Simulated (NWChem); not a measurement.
# SiH$_{3}$F; SMILES F[SiH3]

```xyz
5

Si     0.0000     0.0000    -0.4569
F      0.0000     0.0000     1.1819
H      1.0052     1.0052    -0.9391
H      0.3679    -1.3731    -0.9391
H     -1.3731     0.3679    -0.9391
```
Atoms are numbered in this order, from 1.

Geometry: optimised at PBE-D3(BJ)/def2-SVP.

Q: Give the principal values of the shielding tensors (ppm) of Si1, F2 from Hartree-Fock/IGLO-III, GIAO (NWChem), with their diamagnetic and paramagnetic parts as GIAO splits them.

A: 
```
atom    σ11    σ22    σ33  isotropic  diamagnetic  paramagnetic
----  -----  -----  -----  ---------  -----------  ------------
Si1   390.5  390.5  479.3      420.1        877.7        -457.7
F2    415.1  424.3  424.3      421.3        475.1         -53.8
```
